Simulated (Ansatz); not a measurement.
```yaml
crystal:
  periodic: [false, false, false]
  atoms:
    - {symbol: N, position_ang: [0.797539, 1.687687, -0.514228]}
    - {symbol: Y, position_ang: [0.215647, 0.235041, 0.606216]}
    - {symbol: N, position_ang: [-1.151303, -1.304210, 0.006576]}
    - {symbol: Cl, position_ang: [1.515343, -0.190347, 2.758933]}
    - {symbol: H, position_ang: [0.196077, 1.512686, -1.579694]}
    - {symbol: H, position_ang: [1.353172, 2.485610, -0.859559]}
    - {symbol: H, position_ang: [-1.512481, -1.623630, -0.916156]}
    - {symbol: H, position_ang: [-1.270513, -2.145703, 0.337804]}
basis:
  gaussian: {orbitals: x2c-TZVPPall}
hamiltonian: {xc: {name: wB97M-V}}
accuracy: high
scf: {lower_state_search: full}
```

```sh
$ ansatz run in.yaml --threads 4 --pin off --events-out ev --progress --plain --max-ram 10444MiB
```

It prints (some lines left out):

```
Functional definition: wB97M-V
3934 factors; integrals over basis functions are off by at most 3.4e-8 eV
597 factors; integrals over basis functions are off by at most 2.6e-9 eV
mean field evaluation 1: about -107702.2295 eV, gradient 8.3e1 eV
mean field evaluation 2: about -107702.2698 eV, gradient 8.2e1 eV
mean field evaluation 4: about -107715.4580 eV, gradient 6.2e0 eV
mean field evaluation 8: about -107715.5659 eV, gradient 4.3e-1 eV
mean field evaluation 16: about -107715.5674 eV, gradient 9.1e-4 eV
mean field evaluation 64: about -107715.5674 eV, gradient 4.4e-8 eV
mean field -107715.56737805 eV, -3958.4740889095 hartree, gradient 3.0e-8 eV, S^2 0.000000; 3 other end points of the search recorded, 0 dependent functions left out
reference -107715.56738648 eV, -3958.4740892191 hartree; 37, 37 occupied and 202, 202 virtual orbitals, 3934 factors
Total energy: -107715.56738648 eV, -3958.4740892191 hartree
Relativity: scalar
```

Run time 3.6 min (4 threads of an Arm Neoverse V1 on a shared host); peak host memory 2.3 GiB.
